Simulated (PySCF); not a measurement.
Vertical excitations of a molecule C4H3Cl2F from TDA-LC-ωPBE/def2-SVPD in PySCF, as energy in eV (oscillator strength): 6.24 (0.000), 6.78 (0.002), 6.98 (0.000), 7.31 (0.000), 7.40 (0.012), 7.57 (0.000), 7.79 (0.003), 8.63 (0.006), 8.75 (0.019), 8.91 (0.043). Lowest triplet (TDA): 5.04 eV. The structure is a stationary point at B3LYP-D3(BJ)/def2-SVP. The values are those of a single conformer.

Problem. Which molecule gave these data?
A. F[C@@H]1CC(Cl)=C1Cl
B. C#C[C@H](F)C(Cl)Cl
C. C=C=C(F)C(Cl)Cl
D. FC=C=CC(Cl)Cl

Solution. B, C#C[C@H](F)C(Cl)Cl
